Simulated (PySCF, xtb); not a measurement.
1-chloro-2-fluorocyclobutene (C4H4ClF), SMILES FC1=C(Cl)CC1.

Harmonic wavenumbers (cm⁻¹) from GFN2-xTB in xtb at its own minimum, in rising order: 195, 198, 290, 380, 440, 535, 684, 811, 982, 992, 1024, 1040, 1111, 1116, 1181, 1205, 1271, 1440, 1455, 1741, 3002, 3016, 3020, 3026.

### Question
What does PBE0-D3(BJ)/def2-SVP in PySCF 2.14.0 give at its own minimum? (An estimate is asked for; the answer gives what the named calculation found.)

### Answer
203, 204, 280, 407, 546, 583, 703, 845, 930, 1038, 1062, 1088, 1149, 1150, 1187, 1249, 1374, 1444, 1473, 1819, 3077, 3084, 3141, 3151. Paired by order, the mean absolute difference is 48 cm⁻¹ and the zero-point energies are 43.1 and 44.6 kcal/mol.
